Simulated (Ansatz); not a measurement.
Relaxation of ClH$_{7}$NO$_{2}$PTi (13 atoms, charge 0, multiplicity 1), to a largest force component of 0.03 eV/Å in at most 50 steps.

Theory: RHF/def2-SVP (Ansatz 0.2.0).

```xyz
13
Properties=species:S:1:pos:R:3:forces:R:3
Ti 0.145 0.572 -0.379 -0.27 -0.39 -0.84
Cl 1.088 -1.108 2.641 -0.13 1.20 0.50
N 1.767 -0.272 -0.666 0.01 -0.02 0.00
H 2.207 -0.932 -0.050 0.00 0.01 -0.01
H 2.340 -0.099 -1.474 0.01 -0.02 0.01
O -0.342 1.388 -1.867 -0.01 -0.01 -0.01
H -1.065 1.630 -2.422 0.02 0.00 0.00
O -1.157 -0.366 0.356 -0.02 0.02 0.00
H -1.378 -1.038 0.980 0.01 0.01 0.00
P 0.712 2.283 1.277 0.25 0.68 0.49
H 1.903 2.757 0.675 -0.13 -0.01 0.02
H -0.135 3.341 0.864 0.05 -0.11 0.05
H 0.904 0.191 2.845 0.22 -1.36 -0.23
```

Q: Where does it end, and by what steps?

A: The forces met the threshold. After 12 steps the energy has fallen by 0.176 eV; Cl2 moved furthest, 0.44 Å.

| step | energy less start (eV) | largest force component (eV/Å) | accepted |
| --- | --- | --- | --- |
| 0 | 0.0000 | 1.364 | yes |
| 1 | -0.0992 | 1.019 | yes |
| 2 | -0.1089 | 1.281 | yes |
| 3 | -0.1207 | 0.572 | yes |
| 4 | -0.1506 | 0.467 | yes |
| 5 | -0.1640 | 0.299 | yes |
| 6 | -0.1598 | 0.529 | no |
| 7 | -0.1708 | 0.182 | yes |
| 8 | -0.1742 | 0.042 | yes |
| 9 | -0.1746 | 0.096 | yes |
| 10 | -0.1753 | 0.088 | yes |
| 11 | -0.1756 | 0.034 | yes |
| 12 | -0.1757 | 0.017 | yes |

```xyz
13
Properties=species:S:1:pos:R:3
Ti 0.135 0.610 -0.517
Cl 1.121 -1.198 3.069
N 1.709 -0.336 -0.730
H 2.052 -1.002 -0.057
H 2.355 -0.244 -1.494
O -0.308 1.432 -2.012
H -0.932 1.752 -2.642
O -1.129 -0.293 0.311
H -1.353 -0.905 0.994
P 0.793 2.267 1.259
H 1.692 3.048 0.499
H -0.313 3.142 1.166
H 1.168 0.074 2.933
```

The run took 34 s on 4 threads of Arm Neoverse V1, with other jobs on the host, peak memory 0.45 GiB.
